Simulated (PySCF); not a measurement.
Spinor energies of Sb⁺ (antimony, charge +1)

Start: [Kr] 4d10 5s2 5p2; 5p3/2 filled at m_j = +1/2, +3/2. Calculated with PySCF 2.14 in x2c-TZVPall-2c with one added diffuse shell each of s, p, d, f type (9s10p6d3f, 90 functions): generalised Hartree-Fock with the X2C-1e Hamiltonian and a Gaussian nucleus; one run each with spin-orbit coupling (SO) switched off, then screened by Boettger's factors. This is a chosen level, not necessarily the ground level.

| spinor shell | electrons | ε, spin-free (eV) | ε, screened SO (eV) | weight of nominal j (screened SO) | rms radius, screened SO (bohr) |
| --- | --- | --- | --- | --- | --- |
| 1s1/2 | 2 | -30652.9 | -30649.9 | 1.000 | 0.0325 |
| 2s1/2 | 2 | -4767.0 | -4766.2 | 1.000 | 0.133 |
| 2p1/2 | 2 | -4273.4 | -4448.2 | 1.000 | 0.115 |
| 2p3/2 | 4 | -4273.4 | -4194.0 | 1.000 | 0.120 |
| 3s1/2 | 2 | -982.29 | -982.08 | 1.000 | 0.352 |
| 3p1/2 | 2 | -817.45 | -850.72 | 1.000 | 0.345 |
| 3p3/2 | 4 | -817.45 | -802.27 | 1.000 | 0.356 |
| 3d3/2 | 4 | -566.53 | -572.33 | 1.000 | 0.329 |
| 3d5/2 | 6 | -566.53 | -562.48 | 1.000 | 0.332 |
| 4s1/2 | 2 | -184.95 | -184.92 | 1.000 | 0.843 |
| 4p1/2 | 2 | -132.02 | -138.23 | 1.000 | 0.893 |
| 4p3/2 | 4 | -132.02 | -129.19 | 1.000 | 0.922 |
| 4d3/2 | 4 | -52.677 | -53.494 | 0.994 | 1.10 |
| 5s1/2 | 2 | -24.514 | -24.533 | 0.999 | 2.36 |
| 5p3/2 | 2 | -16.317 | -16.226 | 0.660 | 2.88 |

Question: Where does 4d5/2 lie, and what is the 4d spin-orbit splitting (screened SO)?

Answer: At -52.128 eV, 1.366 eV above 4d3/2.

| quantity | spin-free | screened SO |
| --- | --- | --- |
| E (hartree) | -6476.84359 | -6478.50130 |
| M_J | 2 | 2 |
| ⟨J²⟩ | 6.010 | 6.008 |
| ⟨L²⟩ | 2.007 | 2.517 |
| ⟨S²⟩ | 2.003 | 1.785 |

Each row is a mean over spinors that exchange with the open shell spreads, by up to 3.793 eV (5s1/2).

Rows whose weight is well below 1 are mixtures of j = l ± 1/2: exchange outweighs spin-orbit coupling there, and the label is only the starting occupation.

Breit and QED terms are absent; they matter most for the inner s and p1/2 levels.

Densities and radii are taken from the X2C orbitals without a picture-change correction, which distorts them close to the nucleus.

Without spin-orbit coupling the j labels of p, d and f shells carry no meaning; the spin-free column gives the mean over the occupied spinors of each nl shell.
